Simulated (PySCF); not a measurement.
**The 15-electron isoelectronic series, non-relativistic**

All values are computed (PySCF 2.14, energy differences of UHF-based or UKS calculations, no spin-orbit coupling). Each ion has its own even-tempered basis scaled to its charge (20s14p6d5f for the first); frozen: 1s2. Ionisation energies in eV, correlation energies of the ion in mhartree.

```
  ion      configuration     UHF  MP2 (outer shells)     LDA     PBE    PBE0  r2SCAN  E_corr MP2  E_corr CCSD(T)  NIST (with spin-orbit, Breit and QED)
   S⁺  [Ne] 3s2 3p3 (4S)  22.743              23.215  23.407  23.319  23.387  23.521      -402.7          -423.0                                 23.338
 Ar³⁺  [Ne] 3s2 3p3 (4S)  58.504              59.045  59.216  59.136  59.228  59.414      -420.7             n/a                       59.58 ± 0.18 (s)
  K⁴⁺  [Ne] 3s2 3p3 (4S)  81.223              81.794  81.957  81.877  81.975  82.205      -428.5             n/a                       82.66 ± 0.16 (s)
 Ca⁵⁺  [Ne] 3s2 3p3 (4S)  107.11              107.67  107.86  107.77  107.88  108.15      -433.3             n/a                      108.78 ± 0.25 (s)
 Ti⁷⁺  [Ne] 3s2 3p3 (4S)  168.21              168.78  169.00  168.92  169.03  169.35      -441.8          -460.2                        170.5 ± 0.4 (s)
 Cr⁹⁺  [Ne] 3s2 3p3 (4S)  241.65              242.22  242.46  242.39  242.51  242.86      -450.1          -468.5                        244.5 ± 0.5 (s)
Fe¹¹⁺  [Ne] 3s2 3p3 (4S)  327.33              327.89  328.15  328.10  328.22  328.59      -456.0          -474.3                        330.8 ± 0.6 (s)
Ni¹³⁺  [Ne] 3s2 3p3 (4S)  425.20              425.76  426.02  426.00  426.12  426.52      -462.4          -480.8                        429.3 ± 0.8 (s)
Zn¹⁵⁺  [Ne] 3s2 3p3 (4S)  535.23              535.78  536.05  536.06  536.19  536.64      -466.8          -485.4                            540 ± 1 (s)
Ge¹⁷⁺  [Ne] 3s2 3p3 (4S)  657.42              657.95  658.23  658.28  658.40  658.87      -471.2          -489.6                        662.8 ± 1.9 (s)
```

Each ion has its own basis, which adds noise of up to about 0.1 % along the series.

NIST values marked (s) are semi-empirical, (t) theoretical. Open shells are high-spin determinants of the terms that Hund's rules give; for the heavier ions, far from LS coupling, these are not the ground levels.

All relativistic terms are absent from the calculated values; where these lie close to NIST, scalar and spin-orbit shifts of opposite sign can cancel.
